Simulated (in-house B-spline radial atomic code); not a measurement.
# PBE0 excitations of the carbon ion C⁴⁺

Method: PBE0. Computed with a B-spline radial code for spherical atoms: linear response of the closed shell 1s2 with the functional's adiabatic kernel; non-relativistic, point nucleus, no spin-orbit coupling, no double excitations, S, P, D and F terms only.

Command:
```bash
python run_td.py task.json out
```
Settings (radii: box in bohr, nucleus in fm):
```
Z                        6
electrons                2
configuration            1s2
hamiltonian              nr
method                   pbe0
box_radius               19.1
intervals                47
```

Run time, properties included: 0.1 s on 1 thread of Arm Neoverse N1, on a shared host.

The lowest states, in the order of their Tamm-Dancoff energies; the method's threshold (minus the highest occupied level) is 366.47 eV. Labels give the largest channel, * marks a mixed state, and oscillator strengths are full-response dipole values. Semilocal kernels can invert the small singlet-triplet splittings of Rydberg terms. Energies in eV:

| state | full response | Tamm-Dancoff | oscillator strength |
| --- | --- | --- | --- |
| 1s → 2s 3S | 289.50 | 289.53 | - |
| 1s → 2s 1S | 294.70 | 294.79 | - |
| 1s → 2p 3P | 295.49 | 295.51 | - |
| 1s → 2p 1P | ? | ? | ? |
| 1s → 3s 3S | 335.27 | 335.28 | - |
| 1s → 3s 1S | 336.50 | 336.52 | - |
| 1s → 3p 3P | 337.02 | 337.02 | - |
| 1s → 3p 1P | 337.84 | 337.84 | 0.117 |
| 1s → 3d 3D | 338.47 | 338.47 | - |
| 1s → 3d 1D | ? | ? | - |
| 1s → 4s 3S | 349.54 | 349.55 | - |
| 1s → 4s 1S | 350.02 | 350.03 | - |
| 1s → 4p 3P | 350.25 | 350.25 | - |
| 1s → 4p 1P | 350.58 | 350.59 | 0.0448 |
| 1s → 4d 3D | 350.79 | 350.79 | - |
| 1s → 4d 1D | 350.81 | 350.81 | - |
| 1s → 4f 3F | 351.08 | 351.08 | - |
| 1s → 4f 1F | 351.08 | 351.08 | - |

Q: Where does 1s → 3d 1D lie?

A: At 338.49 eV in full response, 338.49 eV in Tamm-Dancoff.

Q: Where does 1s → 2p 1P lie?

A: At 298.82 eV in full response, 298.84 eV in Tamm-Dancoff, oscillator strength 0.577.

Q: How large is the singlet-triplet splitting of 1s → 2s (S terms) in Tamm-Dancoff?

A: 5.26 eV, from the unrounded values.

Q: What polarisabilities and dispersion coefficient does the method give?

A: Dipole 0.009186 bohr³, quadrupole 0.0011 bohr⁵, C6 0.0008308 hartree·bohr⁶ for two such species.
